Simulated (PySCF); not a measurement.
**How the method moves the HOMO and LUMO of `C=CB(P)Cl`**

C2H5BClP.
Geometry (PBE0-D3(BJ)/def2-SVP, Å), atoms numbered from 1 in this order:
```xyz
10
C2H5BClP angstrom
C     -0.0761    1.4367    0.1887
C      1.0060    1.7924   -0.5222
B      2.3135    0.9642   -0.5595
P      2.5047   -0.7737    0.2214
Cl     3.7624    1.7351   -1.2110
H     -0.1063    0.5089    0.7720
H     -0.9760    2.0587    0.2336
H      0.9763    2.7435   -1.0688
H      1.3408   -1.3861   -0.3243
H      3.4352   -1.3180   -0.7055
```

Basis pcSseg-2 throughout (PySCF), one geometry. Isolated species at its PBE0-D3(BJ)/def2-SVP geometry (one conformer only).

Question: How do the orbital energies, the gap and the dipole change with the method?

Answer: 
```csv
method,kind,HOMO (eV),LUMO (eV),gap (eV),μ (D),SCF cycles
BLYP,GGA,-6.13,-2.92,3.21,1.73,15
B97-D,GGA,-6.24,-2.94,3.30,1.79,15
OPBE,GGA,-6.29,-3.01,3.27,1.79,15
PBE,GGA,-6.29,-3.10,3.19,1.75,15
KT2,GGA,-6.34,-3.07,3.27,1.79,15
KT3,GGA,-6.35,-3.02,3.33,1.79,15
BP86,GGA,-6.38,-3.17,3.21,1.76,15
LDA,LDA,-6.41,-3.32,3.09,1.76,15
B97-2,global hybrid,-7.16,-2.23,4.93,1.89,14
B3LYP,global hybrid,-7.18,-2.39,4.78,1.85,14
PBE0,global hybrid,-7.40,-2.23,5.17,1.89,13
mPW1PW91,global hybrid,-7.42,-2.23,5.18,1.89,12
BHandHLYP,global hybrid,-8.37,-1.18,7.18,1.99,12
CAM-B3LYP,range-separated hybrid,-8.67,-1.12,7.55,1.91,12
wB97X-D,range-separated hybrid,-9.23,-0.45,8.77,1.93,13
HF,Hartree–Fock,-9.88,1.35,11.24,2.18,11
LC-wPBE,range-separated hybrid,-10.02,-0.08,9.94,1.95,13
```

The HOMO spans 3.89 eV, from BLYP down to LC-wPBE, and the gap runs from 3.09 eV (LDA) to 11.24 eV (HF). Over the methods BLYP (0 %), B97-D (0 %), OPBE (0 %), PBE (0 %), KT2 (0 %), KT3 (0 %), BP86 (0 %), LDA (0 %), B97-2 (21 %), B3LYP (20 %), PBE0 (25 %), mPW1PW91 (25 %), BHandHLYP (50 %), HF (100 %), a straight line through the gap against the share of exact exchange rises by 0.80 eV for each 10 % (correlation coefficient 1.000). The dipole ranges from 1.73 D (BLYP) to 2.18 D (HF). This basis has no diffuse functions.
